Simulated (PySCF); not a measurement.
C₄H₇F₂NSi.
SMILES with atom numbers: `[F:1][CH:2]([F:3])[C:4]1=[CH:5][CH2:6][NH:7][SiH2:8]1`

Structure used (GFN2-xTB), in Å, numbered top down from 1:
```xyz
15
C4H7F2NSi angstrom
F      2.6303    0.4218    1.1921
C      2.1468   -0.1753    0.0665
F      2.7042    0.5103   -0.9710
C      0.6667   -0.1033    0.0192
C     -0.1250   -1.1663   -0.0484
C     -1.5900   -0.8885   -0.0882
N     -1.7579    0.5431   -0.0271
Si    -0.3315    1.4950    0.0408
H      2.5524   -1.2004    0.0384
H      0.2086   -2.1945   -0.0760
H     -2.0232   -1.3029   -1.0101
H     -2.0890   -1.3840    0.7571
H     -2.7073    0.8678   -0.0597
H     -0.1842    2.2534    1.2847
H     -0.1053    2.3319   -1.1401
```

NICS is the negative of the GIAO shielding at a point without a nucleus: at the ring centre (0) and 1 Å above and below it (1); zz is the component along the ring normal. Level: GIAO PBE0/pcSseg-1 (PySCF, non-relativistic, gas phase) on the GFN2-xTB geometry, one conformer.

Ring bond lengths (Å), with Mayer bond orders in brackets: C4–C5 1.327 (1.83), C5–C6 1.492 (1.06), C6–N7 1.443 (0.97), N7–Si8 1.716 (1.02), Si8–C4 1.885 (0.81).

Problem. Give the NICS values of each ring in ppm.

Solution. 
| ring | type | NICS(0) | NICS(1), two faces | NICS(1)zz, two faces | rms pucker (Å) | centre to ring atoms, mean (Å) |
| --- | --- | --- | --- | --- | --- | --- |
| C4–C5–C6–N7–Si8 | 5-membered ring with N and Si; formal bonds 1 double, 4 single | -4.4 | -3.1 / -3.1 | -4.5 / -4.4 | 0.01 | 1.33 |

Problem. What do they say, and how far can they be read as aromaticity?

Solution. 
- C4–C5–C6–N7–Si8: mean NICS(1)zz -4.5 ppm, shielded. C6, Si8 have four or more neighbours, so the value isn't read as a sign of a π ring current.

Problem. At the second NICS(1) probe listed for ring C4–C5–C6–N7–Si8, 1 Å off the ring, how large is the induced field along the normal in 9.4 T applied along it?

Solution. NICSzz × B0 = -4.4 ppm × 9.4 T = -41 μT, against the applied field.

Problem. Give the inner angles of the rings and the Hirshfeld charges of the ring atoms.

Solution. 
- C4–C5–C6–N7–Si8: C4 111.3° (-0.121 e), C5 116.0° (-0.023 e), C6 107.3° (-0.020 e), N7 117.1° (-0.248 e), Si8 88.2° (+0.362 e); sum 540.0° against 540° for a flat convex ring.

Problem. What are the shieldings of the ring atoms and their hydrogens in the same run (means over atoms taken as equivalent)?

Solution. 
| atoms | environment | σ isotropic (ppm) | principal values of the symmetric part, first atom (ppm) |
| --- | --- | --- | --- |
| C4 | fully substituted alkene carbon | 43.2 | -52.1, 42.9, 138.9 |
| C5 | alkene CH carbon | 32.0 | -81.5, 34.2, 143.2 |
| C6 | sp3 carbon bound to nitrogen | 128.4 | 111.5, 119.8, 153.8 |
| N7 | silicon-bound nitrogen | 250.4 | 204.3, 233.9, 313.0 |
| Si8 | SiH2 silicon | 381.1 | 347.3, 352.6, 443.3 |
| H10 | vinylic hydrogen | 24.64 | 22.7, 24.3, 26.9 |
| H11 (×2) | methylene hydrogen | 27.32 | 22.5, 25.8, 33.7 |
| H13 | N–H hydrogen | 31.73 | 21.9, 29.2, 44.0 |
| H14 (×2) | Si–H hydrogen | 26.04 | 22.4, 24.3, 31.4 |
